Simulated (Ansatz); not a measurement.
Ansatz (a first-principles code) input:
A basis named .json is the Basis Set Exchange file of that set.

Ansatz 0.2 input:
```yaml
crystal:
  periodic: [false, false, false]
  atoms:
    - {symbol: Cd, position_ang: [0.00000000, 0.00000000, 0.00000000]}
    - {symbol: I, position_ang: [-0.00000000, -0.00000000, -2.61217278]}
    - {symbol: I, position_ang: [0.00000000, 0.00000000, 2.61217278]}
basis:
  gaussian:
    orbitals: def2-TZVPPD.json
    fitting: {mean_field: def2-universal-jkfit, correlation: def2-TZVPPD-RIFIT.json}
magnetization: {spin_polarized: true, initial_magnetization: 2}
correlation: {method: mp2, electrons: outside_noble_gas}
```

Predict the final energy.

-760.86975 Eh (RI-MP2/def2-TZVPPD). The basis has 174 functions.

This state (charge 0, triplet) is run at the relaxed geometry of the species with charge 0 and multiplicity 1, and is a spin state other than that species' own.
